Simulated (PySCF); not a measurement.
Excitation energy of Pb⁺ by level of theory

Pb⁺ [Xe] 4f14 5d10 6s2 6p1 (2P) → Pb⁺ [Xe] 4f14 5d10 6s1 6p2 (4P), as a difference of total energies. Computed with PySCF 2.14 in x2c-TZVPPall with one added diffuse shell each of s, p, d, f type (12s8p7d4f, 99 functions), with the spin-free X2C one-electron Hamiltonian (Gaussian nucleus). Correlated levels: valence: [Xe] 4f14 5d10 frozen; valence and next inner shell: [Kr] 4d10 4f14 frozen. The calculations carry no spin-orbit coupling.

```csv
method,excitation energy (eV)
UHF,6.034
LDA,8.369
PBE,8.085
PBE0,7.689
r2SCAN,7.677
B2PLYP,7.552
TPSSh,7.812
r2SCAN0,7.426
MP2 (valence),6.591
SCS-MP2 (valence),6.802
MP2 (valence and next inner shell),7.747
SCS-MP2 (valence and next inner shell),7.806
```

How much does correlation contribute at MP2 (valence and next inner shell)?

7.747 − (6.034) = 1.713 eV, measured against UHF.

Spin-orbit coupling is strong in these open shells (close to jj coupling). The scalar numbers leave it out and a first-order estimate fails, so it can dominate the gap to the real levels.
